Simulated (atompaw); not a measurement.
Building the PAW (atompaw) potential for dysprosium (Dy) (PBE, scalar-relativistic).

| Item | Value |
| --- | --- |
| Element | Dy (Z = 66) |
| Generator | atompaw 4.2.0.5 |
| Type | PAW |
| Functional | PBE |
| Relativity | scalar-relativistic |
| Frozen core | [Xe] 4f9 |
| Valence charge | 3 |
| Reference configuration | 5d1 6s2 6p0 |
| Partial waves | 6s (bound): rc 3.00 bohr; 6s channel at 0.85 Ry: rc 3.00 bohr; 6p (bound, empty): rc 3.00 bohr; 6p channel at 3.6 Ry: rc 3.00 bohr; 5d (bound): rc 3.00 bohr; 5d channel at 0.3 Ry: rc 3.00 bohr; 5f channel at 0.1 Ry: rc 3.00 bohr; 5f channel at 0.65 Ry: rc 3.00 bohr |
| Local potential | bessel scheme, radius 2.65 bohr |
| Core correction | smooth core density matched at 2.45 bohr |
| Augmentation charge | sinc compensation charge, radius 2.25 bohr; PAW radius 3.00 bohr; waves and projectors: custom rrkj vanderbiltortho |

Results:

```
Cutoffs needed                                           : 8 Ry and 10 Ry (the cutoffs (Ry, on a coarse ladder) from which the occupation-weighted sum of valence levels, in a spherical-Bessel basis at the reference potential, stays within 10 and 1 mRy of its value at 400 Ry)
Ghost test                                               : no extra level below or beside the all-electron valence levels (s, p, d, f tested) (spherical-Bessel basis up to 400 Ry, 20 bohr box)
Lowest eigenvalue of the overlap operator                : 0.52 (s channel)
Overlap eigenvalues printed by atompaw (projector basis) : 0.0478, 0.0593, 0.199, 1.27, 212, 243, 273, 6.78e+03
Share of each valence orbital outside the PAW sphere     : 6s 73 %, 6p 93 %, 5d 37 %
```

Generation and tests took about 23 s on one core of a shared server CPU.
